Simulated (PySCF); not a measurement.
## A small calculation by hand: entropy of an ideal gas

BeO, SMILES [Be]=[O].

Geometry: B3LYP-D3(BJ)/def2-TZVPD.

B3LYP-D3(BJ)/def2-TZVPD (PySCF) gives the harmonic wavenumbers 1536 cm⁻¹ and the rotational temperature 2.4010 K. The molar mass is 25.01 g/mol, the symmetry number 1, the spin multiplicity 1.

Question: Work out the entropy at 298.15 K and 1 atm in the rigid-rotor, harmonic-oscillator model.

Answer: 
Translation (Sackur–Tetrode at 1 atm): S = R[1.5 ln M + 2.5 ln T − 1.16487] = 148.9 J/(mol K).
Rotation: q = T/(σ θ) = 124, S = R[ln q + 1] = 48.4 J/(mol K).
Vibration: with u = 1.4388 ν/T, each mode gives R[u/(e^u − 1) − ln(1 − e^−u)]:
```json
[
 {"ν (cm⁻¹)": "1536", "modes": "1", "u": "7.41", "S (J/(mol K))": "0.04"}
]
```
These are all the modes. Sum 0.0 J/(mol K).
Spin: R ln 1 = 0.0 J/(mol K).
Total 197.3 J/(mol K); the program's own thermochemistry gives 197.3. Translation makes up 75 % and vibration 0 %. Anharmonicity, hindered rotation and orbital degeneracy are left out.
